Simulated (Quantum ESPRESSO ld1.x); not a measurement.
Q: Dy2+, 64 electrons, occupied as [Xe] 4f9 5d1 (not the ground configuration). Calculated with ld1.x of Quantum ESPRESSO 7.5: Dirac Kohn-Sham, PW91, spin-unpolarised, spherical densities, point nucleus; open shells are shared between the two j in proportion to 2j + 1. Some entries of the table are withheld. Estimate them.

orbital,occ.,eigenvalue (hartree),<r^2> (bohr^2),<r> (bohr)
1s1/2,2,-1970.81,0.0006092,0.02111
2s1/2,2,-328.657,0.009459,0.08921
2p1/2,2,-312.597,0.006845,0.07437
2p3/2,4,-283.181,0.008072,0.08143
3s1/2,2,-73.7823,(1),0.2341
3p1/2,2,-66.7804,0.05827,0.2238
3p3/2,4,-60.6725,0.06522,0.2372
3d3/2,4,-48.6414,0.05171,0.2096
3d5/2,6,-47.3081,0.05365,0.2138
4s1/2,2,-15.2235,0.3164,0.5293
4p1/2,2,-12.4607,0.3316,0.5396
4p3/2,4,-11.0902,0.3697,0.5700
4d3/2,4,(2),0.4199,0.6014
4d5/2,6,(3),0.4349,0.6121
5s1/2,2,-2.45760,1.848,1.282
5p1/2,2,-1.69564,2.332,1.434
5p3/2,4,-1.51082,2.657,1.530
4f5/2,3.85714,-0.87553,0.8523,0.8068
4f7/2,5.14286,-0.84087,0.8827,0.8197
6s1/2,0,-0.56963,12.47,3.340
5d3/2,0.4,-0.56819,6.246,2.306
5d5/2,0.6,-0.55381,6.538,2.360
6p1/2,0,-0.42228,17.56,3.967
6p3/2,0,-0.40019,19.22,4.156
6d3/2,0,-0.21729,39.41,5.893
6d5/2,0,-0.21422,40.36,5.960
5f5/2,0,-0.16047,(4),6.258
5f7/2,0,-0.16023,(5),6.272

A: 
(1) 3s1/2 <r^2> (bohr^2): 0.06276
(2) 4d3/2 eigenvalue (hartree): -6.54007
(3) 4d5/2 eigenvalue (hartree): -6.29105
(4) 5f5/2 <r^2> (bohr^2): 44.47
(5) 5f7/2 <r^2> (bohr^2): 44.66
